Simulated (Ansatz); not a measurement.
`C[O][GeH2][O]C` + HI → `C[O][GeH2][I]` + CH₃OH at 600 K and 1 bar (ligand exchange at a Ge–O bond).

Calculated with Ansatz (gas phase, PBE0-D4/def2-TZVP geometries, no zero-point term in ΔE). CCSD(T)/CBS adds triple-zeta CCSD(T) − MP2 to the extrapolated MP2 energy (def2 sets, frozen cores). This one scheme is used for every species. Elements past krypton have def2 core potentials. For Ge, I outer-core shells are correlated without core-valence functions, which leaves a few kJ/mol of doubt a bond. Scalar relativity is left out up to krypton. One conformer a species, not always the lowest.

| species | CCSD(T)/CBS energy (Eh) | H − E (kJ/mol) | S (J/(mol·K)) |
| --- | --- | --- | --- |
| `C[O][GeH2][O]C` | -2307.38926 | 332.1 | 477.3 |
| HI | -298.03592 | 31.6 | 227.0 |
| `C[O][GeH2][I]` | -2489.82326 | 208.3 | 451.3 |
| CH₃OH | -115.61712 | 163.6 | 277.3 |

H − E and S are ideal-gas, rigid-rotor, harmonic terms from PBE0-D4/def2-TZVP, for one conformer and one mirror image of each species. 1 Eh = 2625.50 kJ/mol, R = 8.31446 J/(mol·K).

Problem. By hand: ΔE, ΔH, ΔS and ΔG.

Solution. ΔE = (-2489.82326) + (-115.61712) − (-2307.38926) − (-298.03592) = -0.01520 Eh = -39.9 kJ/mol. Δ(H − E) = 208.3 + 163.6 − 332.1 − 31.6 = 8.2, so ΔH = -31.7 kJ/mol. ΔS = 451.3 + 277.3 − 477.3 − 227.0 = 24.3 J/(mol·K). ΔG = -31.7 − 600 × (24.3)/1000 = -46.3 kJ/mol.

Problem. By hand: the equilibrium constant, and the temperature at which ΔG would vanish if ΔH and ΔS stayed fixed.

Solution. log₁₀ K = −ΔG/(RT ln 10) = 4.0. ΔH and −TΔS have one sign here, so there is no such temperature.

TΔS isn't small against ΔH here. A doubt of 5 kJ/mol in ΔE shifts log₁₀ K by 0.4 here. Other conformers and mirror images would add mixing entropy, several J/(mol·K) or more a flexible species. Modes under 60 cm⁻¹, often nearly free rotors, make the harmonic entropy too high. These are equilibria of isolated gas molecules and say nothing of rates. Largest T1 diagnostic: 0.012 (customary marks: 0.02 for closed shells, 0.045 for open ones).
